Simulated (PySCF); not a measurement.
# In⁺: excitation energy

In⁺ [Kr] 4d10 5s2 (1S) → In⁺ [Kr] 4d10 5s1 5p1 (3P), as a difference of total energies. Computed with PySCF 2.14 in x2c-QZVPPall (13s9p7d4f1g, 112 functions), with scalar relativity by spin-free X2C-1e. Correlated levels: valence: [Kr] 4d10 frozen; valence and next inner shell: [Ar] 3d10 frozen. The calculations carry no spin-orbit coupling.

```
                                method  excitation energy (eV)  error (eV)
                                   UHF                   4.084      -1.447
                                   LDA                   5.983      +0.452
                                   PBE                   5.724      +0.193
                                  PBE0                   5.391      -0.140
                                r2SCAN                   5.299      -0.232
                                 M06-L                   5.781      +0.250
                                 B3LYP                   5.728      +0.197
                                PBEsol                   5.703      +0.172
                         MP2 (valence)                   4.682      -0.849
                     SCS-MP2 (valence)                   4.854      -0.677
    MP2 (valence and next inner shell)                   5.664      +0.133
SCS-MP2 (valence and next inner shell)                   5.691      +0.160
```

Reference: 5.531 eV (measured; NIST levels, between the centres of gravity of the two terms).

Errors of the correlated levels include the incompleteness of this basis and the frozen core.

The basis was made for the ground configuration and has no added diffuse functions, so the excitation energy can come out too high.
